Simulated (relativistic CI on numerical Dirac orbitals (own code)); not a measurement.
# Au³⁺: resonant inelastic scattering at the L2,3 edge

Computed with this model: Dirac-Coulomb-Breit CI, separate exchange-only KLI orbitals for each configuration, QED by a radiative potential, valence Slater integrals scaled by 0.7, Kramers-Heisenberg scattering through one core-hole configuration in a parametric crystal field; configurations [Xe] 4f14 5d8 → [He] 2s2 2p5 3s2 3p6 3d10 4s2 4p6 4d10 4f14 5s2 5p6 5d9; 80 K; core-hole width 7.5 eV; summed over polarisations. Incident energies are the highest absorption maxima for each field (at most a few, so the weaker spin-orbit partner edge can be absent), on the computed scale of the free ion. Intensities are in per cent of the strongest line above 0.02 eV; levels within 1 cm⁻¹ are merged; final levels count from the ground level, the first row holds all elastic scattering, lines under 0.4 are left out and each table stops after 24 rows. The scale of the Slater integrals is a model choice and moves the terms in proportion.

Field parameters in Wybourne normalisation: Oh B⁴₀ = 21Dq, B⁴₄ = √(5/14) B⁴₀. The field is a parameter set, without covalency.

S is read from ⟨S²⟩ = S(S + 1).

Oh, 10Dq = 7000 cm⁻¹:

| Final level (eV) | Degeneracy | Irrep | S | 11915.8 eV |
| --- | --- | --- | --- | --- |
| 0.000 | 3 | T2 | 0.98 | 561.8 |
| 0.558 | 2 | E | 0.89 | 100.0 |
| 0.750 | 3 | T1 | 0.96 | 93.6 |
| 0.967 | 1 | A1 | 0.91 | 3.9 |
| 1.098 | 2 | E | 0.63 | 18.1 |
| 1.381 | 3 | T2 | 0.76 | 60.7 |
| 1.880 | 1 | A2 | 1.00 | 17.0 |
| 2.151 | 3 | T1 | 0.99 | 2.2 |
| 2.187 | 3 | T2 | 0.87 | 30.2 |
| 2.600 | 3 | T2 | 0.97 | 29.6 |
| 2.680 | 1 | A1 | 0.69 | 3.5 |
| 3.097 | 2 | E | 0.74 | 28.3 |
| 3.248 | 1 | A1 | 0.47 | 3.0 |
| 3.274 | 3 | T1 | 0.67 | 6.7 |
| 3.372 | 2 | E | 0.75 | 2.1 |
| 3.454 | 3 | T1 | 0.63 | 9.3 |
| 3.753 | 3 | T2 | 0.29 | 15.0 |
| 4.540 | 3 | T2 | 0.54 | 1.7 |

Oh, 10Dq = 15850 cm⁻¹:

| Final level (eV) | Degeneracy | Irrep | S | 11916.4 eV |
| --- | --- | --- | --- | --- |
| 0.000 | 3 | T2 | 0.98 | 453.8 |
| 1.010 | 2 | E | 0.46 | 67.6 |
| 1.793 | 3 | T1 | 0.96 | 100.0 |
| 1.827 | 2 | E | 0.90 | 56.6 |
| 1.877 | 1 | A1 | 0.63 | 11.5 |
| 2.247 | 3 | T2 | 0.86 | 91.9 |
| 2.728 | 1 | A2 | 1.00 | 24.6 |
| 3.236 | 3 | T2 | 0.87 | 51.8 |
| 3.246 | 3 | T1 | 0.98 | 6.7 |
| 3.468 | 1 | A1 | 0.66 | 5.4 |
| 3.603 | 3 | T2 | 0.71 | 27.2 |
| 3.750 | 2 | E | 0.79 | 32.0 |
| 4.160 | 3 | T1 | 0.29 | 13.8 |
| 4.921 | 3 | T1 | 0.94 | 2.1 |
| 5.095 | 2 | E | 0.91 | 1.1 |
| 5.254 | 3 | T2 | 0.62 | 6.2 |
| 6.309 | 3 | T2 | 0.43 | 0.9 |

For the first field the strongest loss at the lowest incident energy is the level at 0.56 eV (S = 0.89, against 0.98 in the thermal ground state). Levels of other spin, the first over 8 % at 3.75 eV, appear because spin-orbit coupling of the core hole, and in heavier ions of the valence shell too, mixes spins.
